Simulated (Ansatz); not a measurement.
```xyz
7

C    -0.611   -0.330    0.125
C     0.798    0.104   -0.095
O     1.776   -0.546   -0.048
Br    0.907    2.034   -0.508
H    -0.630   -1.395    0.351
H    -1.198   -0.115   -0.770
H    -1.043    0.247    0.944
```

Charge 0, multiplicity 1.

Q: List the PBE0/def2-TZVPP orbital energies in eV (Ansatz). (Estimate.)

A: Computed: Occupied: -13150.16, -1705.06, -1535.62, -1535.54, -1535.53, -523.78, -282.47, -279.23, -238.88, -179.28, -179.05, -179.01, -72.78, -72.71, -72.69, -72.50, -72.49, -30.97, -22.72, -21.22, -15.84, -13.94, -13.60, -13.58, -11.82, -11.49, -8.60, -8.58, -8.26. Lowest empty: -1.14, -0.15, 1.19, 2.74, 2.91, 3.44, 4.52, 4.81.
